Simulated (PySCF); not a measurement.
Ionisation energy of Tl²⁺ by level of theory

Tl²⁺ [Xe] 4f14 5d10 6s1 (2S) → Tl³⁺ [Xe] 4f14 5d10 (1S), as a difference of total energies. Calculation: PySCF 2.14, in def2-TZVP with the def2 core potential (60 electrons) (6s5p3d2f, 50 functions); a scalar-relativistic core potential. The calculations carry no spin-orbit coupling.

```tsv
method	ionisation energy (eV)	error (eV)
UHF	28.152	-1.700
MN15	30.336	+0.484
M06-L	29.377	-0.475
```

Reference: 29.852 eV (measured; NIST Atomic Spectra Database, ionization energies).
